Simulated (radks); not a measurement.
Calculated with a radial shooting solver on a logarithmic mesh with Libxc functionals: non-relativistic Kohn-Sham, LB94 model potential, spin-polarised, spherical densities, point nucleus; open shells are filled with parallel spins first. Response by self-consistent Sternheimer equations with the Hartree and adiabatic LDA kernel. For heavy and open-shell atoms this level of theory can miss by tens of per cent. Rank Be, Zn, Kr+, S, Ni, Se+, H (NIST ground configurations) by static dipole polarisability, largest first.

Answer. Be 42.88, Ni 36.78, Zn 29.96, S 19.92, Se+ 14.21, Kr+ 10.76, H 5.200 bohr^3.
